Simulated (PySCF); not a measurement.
CBrCl₃, SMILES ClC(Cl)(Cl)Br.

Geometry optimised at PBE-D3(BJ)/def2-SVP.

Level of theory: PBE-D3(BJ)/def2-SVP run with PySCF.

Frequencies are harmonic and unscaled.

Modes within 1.5 cm⁻¹ of each other (mostly degenerate sets) share a row, with their intensities summed.

| mode | ν (cm⁻¹) | IR (km/mol) | Raman (Å⁴/amu) | depolarisation | moving atoms (share of kinetic energy) |
|---|---|---|---|---|---|
| 1–2 | 182 | 0.0 | 8.1 | 0.75 | Cl 82 %, Br 17 % |
| 3 | 237 | 0.8 | 7.0 | 0.47 | Br 53 %, Cl 47 % |
| 4–5 | 286 | 0.2 | 10.5 | 0.75 | Cl 91 % |
| 6 | 413 | 1.0 | 15.1 | 0.01 | Cl 90 % |
| 7 | 668 | 199.9 | 2.0 | 0.66 | C 90 %, Cl 9 % |
| 8–9 | 729 | 356.2 | 1.0 | 0.75 | C 87 %, Cl 13 % |
